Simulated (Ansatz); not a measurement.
Energy needed to pull apart InNH₄O, singlet, into free ground-state atoms, from the structure below (displaced at random from a GFN2-xTB minimum); no zero-point or spin–orbit terms; open-shell atoms are treated unrestricted, in their ground-state multiplicity.

N1  (-0.881, 0.847, -1.018)
In2  (0.078, 0.186, 0.656)
O3  (1.502, -1.029, 0.156)
H4  (-0.829, 0.068, -1.890)
H5  (-2.115, 0.912, -0.792)
H6  (0.040, 0.291, 2.349)
H7  (2.032, -1.444, 0.782)
(Å)

Program: Ansatz 0.2.0. Basis: def2-TZVPP. Cores are frozen in the correlated methods. Filled d shells of the heavier atoms are correlated. Core potentials replace the inner electrons of the atoms past krypton. The def2 sets are not built for correlating such inner shells, so the correlated values are less sure here.

```
   method  atomization energy (eV)
    SPW92                    23.47
   PBE-D4                        ?
r2SCAN-D4                    19.72
  PBE0-D4                        ?
  wB97X-V                    19.94
  wB97M-V                    19.88
       HF                    11.78
      MP2                    19.48
     CCSD                    18.81
  CCSD(T)                    19.27
```

What does PBE-D4 give? (An estimate is asked for; the value comes from the calculation.)

By the calculation: 20.25 eV, which is about 0.98 eV more than CCSD(T)/def2-TZVPP.

What does PBE0-D4 give? (Judge from chemistry; the value comes from the calculation.)

By the calculation: 19.45 eV, which is about 0.18 eV more than CCSD(T)/def2-TZVPP.

In triple zeta the MP2 and coupled-cluster atomization energies are still short of their basis limit by a few kcal/mol a bond, whereas those of the functionals are nearly converged, so these differences are not deviations from converged CCSD(T).

No T1 diagnostic of these runs exceeds 0.017.

For scale, one of the runs: CCSD(T)/def2-TZVPP forces, 168 basis functions (an equivalent command: `ansatz run in.yaml --threads 4`). The run took 2.5 min on 4 CPU threads (shared host), with 3 GiB of host memory at its peak.
